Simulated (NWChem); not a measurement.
ZrH2F2; SMILES [ZrH2]([F])[F]

Results from NWChem. def2 effective core potentials on Zr; no spin-orbit coupling. Each level has its own optimisation; frequencies are unscaled.

| level | r F–Zr (Å) | r H–Zr (Å) | highest harmonic frequency (cm⁻¹) | lowest (cm⁻¹) | zero-point energy (kcal/mol) |
|---|---|---|---|---|---|
| PBE/def2-SVP (core potentials) | 1.896 | 1.861 | 1691 | 154 | 9.7 |
| LDA (Slater exchange, VWN5)/def2-SVP (core potentials) | 1.873 | 1.859 | 1691 | 153 | 9.8 |
| Hartree-Fock/STO-3G (all-electron, non-relativistic) | 1.878 | 1.822 | 2366 | 168 | 13.0 |
| BLYP/def2-SVP (core potentials) | 1.906 | 1.866 | 1685 | 154 | 9.7 |
| PBE0/def2-SVP (core potentials) | 1.886 | 1.848 | [?] | 158 | 10.0 |

Task: Some entries are withheld; supply them.

Result: 
- PBE0/def2-SVP (core potentials), highest harmonic frequency (cm⁻¹): 1749
